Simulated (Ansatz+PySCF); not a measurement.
The numbers below are computed, except where a source is named.
This Ansatz input gave a total energy of -848.82512 hartree.

```yaml
crystal:
  periodic: [false, false, false]
  atoms:
    - { symbol: Ti, position_ang: [0.0, 0.0, 0.0] }
    - { symbol: H, position_ang: [0.0, 0.0, 1.85016] }
basis:
  gaussian: { orbitals: def2-SVP }
magnetization:
  initial_magnetization: 3
hamiltonian:
  xc: hf
scf:
  omitted_lower_state_checks: [stability, starts, atomic_configurations, cluster_reference, orbital_swaps, given_window_search, neighbouring_geometries, increment]
```

Task: Write an input for PySCF with the same method and basis set.

Result:

```python
from pyscf import gto, scf

mol = gto.M(atom="""
Ti 0.000000 0.000000 0.000000
H 0.000000 0.000000 1.850160
""", basis='def2-svp', charge=0, spin=3)
mf = scf.ROHF(mol)
mf.kernel()
print(mf.converged, mf.e_tot, mf.spin_square()[0])
```

PySCF 2.14.0 gave -848.82512 hartree, 0.00 meV from the first. This is not the lowest solution: another run reaches a determinant 0.52 eV lower. Caution: an unrestricted determinant lies well below.
